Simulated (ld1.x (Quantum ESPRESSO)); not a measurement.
# Configuration tests for iodine (TM)

I (Z = 53), norm-conserving Troullier–Martins (Kleinman–Bylander form), made with ld1.x (Quantum ESPRESSO) 7.5 (LDA (PZ), scalar-relativistic). Core [Ar] 3d10, reference 4s2 4p6 4d10 5s2 5p4 (charge +1). Waves: 4s (bound): rc 1.00 bohr; 4p (bound): rc 1.30 bohr; 4d (bound): rc 1.94 bohr. Local part: the d channel. Core correction: none.

Occupied shells without a wave of their own: 5p, 5s. They enter only through the test configuration that unscreens the potential.

Energies are relative to the spin-unpolarised reference configuration 4s2 4p6 4d10 5s2 5p4; without spin polarisation the order of configurations can differ from experiment. Spin-polarised rows fill each open shell by Hund’s rule, majority spin first.

| valence configuration | charge | ΔE all-electron (eV) | error AE − PS (meV) |
| --- | --- | --- | --- |
| 4s2 4p6 4d10 5s2 5p5 | 0 | -11.305 | -648 |
| 4s2 4p6 4d10 5s2 5p2 | +3 | 49.678 | +1854 |
| 4s2 4p6 4d10 5s1 5p5 | +1 | 11.069 | -4086 |
| 4s2 4p5 4d10 5s2 5p5 | +1 | 124.873 | -444 |
| 4s2 4p6 4d9 5s2 5p5 | +1 | 47.009 | -290 |
| 4s2 4p6 4d10 5s2 5p4 (spin-polarised) | +1 | -0.561 | -1.8 |
| 4s2 4p6 4d10 5s2 5p5 (spin-polarised) | 0 | -11.425 | -649 |

(1) What are ΔE and the potential's error for 4s2 4p6 4d9 5s2 5p6?

(2) What are ΔE and the potential's error for 4s2 4p6 4d10 5s2 5p3?

Levels in the configuration 4s2 4p6 4d10 5s2 5p4 (spin-polarised):

```json
{"level": "4s up", "all-electron (eV)": "-189.753", "pseudo (eV)": "-189.803"}
{"level": "4p up", "all-electron (eV)": "-136.930", "pseudo (eV)": "-136.974"}
{"level": "4d up", "all-electron (eV)": "-59.940", "pseudo (eV)": "-59.949"}
{"level": "5s up", "all-electron (eV)": "-27.007", "pseudo (eV)": "-30.016"}
{"level": "5p up", "all-electron (eV)": "-16.026", "pseudo (eV)": "-15.259"}
{"level": "4s down", "all-electron (eV)": "-189.606", "pseudo (eV)": "-189.558"}
{"level": "4p down", "all-electron (eV)": "-136.768", "pseudo (eV)": "-136.724"}
{"level": "4d down", "all-electron (eV)": "-59.685", "pseudo (eV)": "-59.678"}
{"level": "5s down", "all-electron (eV)": "-25.870", "pseudo (eV)": "-29.022"}
{"level": "5p down", "all-electron (eV)": "-14.893", "pseudo (eV)": "-14.128"}
```

The potential misses its own reference levels by up to 3.1 eV, so it is not fit for use.

Answers

(1) ΔE = 34.470 eV all-electron; the error (AE − PS) is -1004 meV.

(2) ΔE = 20.064 eV all-electron; the error (AE − PS) is +851 meV.

These tests converged, but a pseudo level misses the all-electron one widely, so the file describes the atom poorly there or has found another state: 4s2 4p6 4d10 5s2 5p5: 5s by 3.1 eV; 4s2 4p6 4d10 5s2 5p3: 5s by 3.2 eV; 4s2 4p6 4d10 5s2 5p2: 5s by 3.5 eV; 4s2 4p6 4d9 5s2 5p6: 5s by 3.8 eV; 4s2 4p6 4d10 5s1 5p5: 5s by 3.8 eV; 4s2 4p5 4d10 5s2 5p5: 5s by 4.0 eV; 4s2 4p6 4d9 5s2 5p5: 5s by 3.8 eV. The 5p, 5s levels have no wave, so the channel is fitted at the deeper level alone: the likely source of the large errors.
